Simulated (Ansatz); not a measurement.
Stepwise reaction of `[CH3][Sn]([OH])([OH])[F]` with hydrogen, as a gas-phase model of exchange steps in deposition or etching. ΔE in kJ/mol; ΔG adds harmonic PBE0-D4 terms to CCSD(T)/CBS, at 1 bar.

Gas-phase electronic energies from Ansatz, PBE0-D4/def2-TZVP geometries. CCSD(T)/CBS adds triple-zeta CCSD(T) − MP2 to the extrapolated MP2 energy (def2 sets, frozen cores). This one scheme is used for every species. Functionals use def2-TZVPP. B3LYP here is the variant with VWN-RPA as its local correlation; programs differ in this. def2 core potentials past Kr. For Sn outer-core shells are correlated without core-valence functions, which leaves a few kJ/mol of doubt a bond. One conformer a species, not always the lowest.

| step | reaction | PBE-D4 | B3LYP-D4 | ωB97M-V | CCSD(T)/CBS | ΔG(500 K) |
| --- | --- | --- | --- | --- | --- | --- |
| 1 | `[CH3][Sn]([OH])([OH])[F]` + H₂ → `[CH3][SnH]([OH])[F]` + H₂O | 17.3 | 17.2 | 14.8 | 17.9 | 16.7 |

Task: Give the row of step 2, `[CH3][SnH]([OH])[F]` + H₂ → `[CH3][SnH2][F]` + H₂O. (Estimate.)

Result: The calculation gave: 
```json
{"step": "2", "reaction": "`[CH3][SnH]([OH])[F]` + H₂ → `[CH3][SnH2][F]` + H₂O", "PBE-D4": "13.7", "B3LYP-D4": "13.7", "ωB97M-V": "10.9", "CCSD(T)/CBS": "15.2", "ΔG(500 K)": "16.6"}
```

Task: By hand: ΔE of the 2 steps together at CCSD(T)/CBS.

Result: (17.9) + (15.2) = 33.1 kJ/mol, or 16.5 kJ/mol a step.

In ΔE the steps differ by no more than 2.7 kJ/mol. All are uphill at CCSD(T)/CBS. ΔG lies between 16.6 and 16.7 kJ/mol a step. PBE-D4 differs from CCSD(T)/CBS by -1.5 to -0.6 kJ/mol a step. Isolated molecules leave out the surface, adducts and barriers. Largest T1 diagnostic: 0.014.
